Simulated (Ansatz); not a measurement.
CH3NSn, 6 atoms. Total charge 0; spin multiplicity 1. Correlated methods include outer-core shells of Sn, which these sets cover unevenly. Sn: def2 effective core potential. The bonds changed during the relaxation, so this is another structure than the one it started from. All runs use 2 threads of an Arm Neoverse V1 on a shared host. Correlated methods freeze the cores. Open-shell runs search over several starts.

How many basis functions does each run have, and how long does it take in Ansatz? UKS ωB97M-V/def2-TZVPP energy of the cation; RKS ωB97M-V/def2-SVP energy; RKS SPW92 (LDA)/def2-TZVPP energy; RHF-CCSD(T)/def2-TZVPP energy; RKS PBE0-D4/def2-TZVP relaxation (12 steps); RHF-MP2/def2-QZVPP energy; RKS PBE0-D4/def2-QZVPP energy; UHF-MP2/def2-QZVPP energy of the cation; RKS ωB97M-V/def2-QZVPP energy; UHF-CCSD(T)/def2-TZVPP energy of the cation; UKS B2PLYP (frozen core)/def2-TZVPP energy of the cation; RKS PBE0-D4/def2-TZVPP energy. (Estimate.)

The calculation gave: Other jobs shared the machine, so times are rough.

```tsv
level	job	functions	wall time	peak host memory (GiB)
RKS SPW92 (LDA)/def2-TZVPP	energy	154	0.9 s	0.15
RKS PBE0-D4/def2-TZVPP	energy	154	1.8 s	0.28
RKS PBE0-D4/def2-QZVPP	energy	286	4.3 s	0.66
RKS ωB97M-V/def2-SVP	energy	69	4.4 s	0.19
UKS B2PLYP (frozen core)/def2-TZVPP	energy of the cation	154	8.5 s	0.48
RHF-MP2/def2-QZVPP	energy	286	9.5 s	0.84
UKS ωB97M-V/def2-TZVPP	energy of the cation	154	12 s	0.52
RKS ωB97M-V/def2-QZVPP	energy	286	12 s	0.83
RKS PBE0-D4/def2-TZVP	relaxation (12 steps)	130	27 s	0.23
UHF-MP2/def2-QZVPP	energy of the cation	286	32 s	0.93
RHF-CCSD(T)/def2-TZVPP	energy	154	32 s	1.2
UHF-CCSD(T)/def2-TZVPP	energy of the cation	154	2 min	2.9
```
